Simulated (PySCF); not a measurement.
Computed with B3LYP-D3(BJ)/def2-TZVP // BP86-D3(BJ)/def2-SVP (PySCF). Isolated molecules, 0 K electronic values unless said otherwise. One relaxed conformer stands for a flexible species; it need not be the lowest. B3LYP has the VWN-RPA correlation part, as in Gaussian. 

Reference species: [Hf(H)4] (neutral, multiplicity 1).

```
Property                                  Value
-------------------------------------  --------
HOMO                                   -8.27 eV
charge on the central atom (Mulliken)    0.82 e
```

Changed species: [Hf(H)3(SH)] (1 of 4 H replaced by SH; the reference has 0 of 4 H replaced by SH).

Task: What does the change do to the HOMO and charge on the central atom (Mulliken)?

Result: the HOMO rises by 0.37 eV, to -7.90 eV; the charge on the central atom (Mulliken) stays essentially unchanged.
